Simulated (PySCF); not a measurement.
Numbering as in the mapped SMILES `[CH3:1][O:2][C@@H:3]1[C@@H:4]([SiH3:5])[C@H:6]1[O:7][CH:8]=[O:9]`. Each H is labelled by its parent atom.

- structure optimised with GFN2-xTB
- GIAO PBE0/pcSseg-1 shieldings
- run in PySCF
- no solvent, fast rotation and ring inversion assumed for equivalent nuclei, no relativistic terms, a single conformation

Chemical shifts δ = σref − σ; 13C, 1H, 29Si vs TMS; 17O against H2O, all at this level.

```json
{"atoms": "H(C4)", "nucleus": "1H", "count": "1", "δ (ppm)": "0.86"}
{"atoms": "H(C8)", "nucleus": "1H", "count": "1", "δ (ppm)": "?"}
{"atoms": "C4", "nucleus": "13C", "count": "1", "δ (ppm)": "9.9"}
{"atoms": "O7", "nucleus": "17O", "count": "1", "δ (ppm)": "224.5"}
{"atoms": "C6", "nucleus": "13C", "count": "1", "δ (ppm)": "?"}
{"atoms": "C1", "nucleus": "13C", "count": "1", "δ (ppm)": "?"}
{"atoms": "C3", "nucleus": "13C", "count": "1", "δ (ppm)": "68.7"}
{"atoms": "C8", "nucleus": "13C", "count": "1", "δ (ppm)": "166.9"}
{"atoms": "H(C1)", "nucleus": "1H", "count": "3", "δ (ppm)": "?"}
{"atoms": "H(C6)", "nucleus": "1H", "count": "1", "δ (ppm)": "4.08"}
{"atoms": "H(Si5)", "nucleus": "1H", "count": "3", "δ (ppm)": "3.98"}
{"atoms": "H(C3)", "nucleus": "1H", "count": "1", "δ (ppm)": "?"}
{"atoms": "O2", "nucleus": "17O", "count": "1", "δ (ppm)": "37.9"}
{"atoms": "Si5", "nucleus": "29Si", "count": "1", "δ (ppm)": "-69.8"}
{"atoms": "O9", "nucleus": "17O", "count": "1", "δ (ppm)": "454.2"}
```

Q: Complete the table.

A: 
- C1: 61.2 ppm, methyl carbon bonded to O; pulled downfield by the heteroatom
- C6: 58.4 ppm, three-membered-ring carbon; pulled downfield by the heteroatom
- H(C8): 8.08 ppm, hydrogen on an ester carbonyl carbon
- H(C1): 3.74 ppm, hydrogen on a methyl carbon bonded to O; its carbon carries O, hence the downfield position
- H(C3): 2.82 ppm, hydrogen on a three-membered-ring carbon; its carbon carries O, which withdraws density

Shifts are as computed. Against solution values, carbons near 30 ppm lie about +3 ppm off and those near 130 ppm about +5 ppm. Of 1211 compounds with measured shifts, 218 miss one by over three times the rms of a fit or turn the order of signals round; such compounds aren't used in these exercises. Unscaled 17O shifts of doubly bonded oxygen tend to come out too high, by tens of ppm or more. Experimental scales use liquid or dissolved standards, which lie at an offset from isolated H2O (liquid H2O: subtract about 36 ppm).
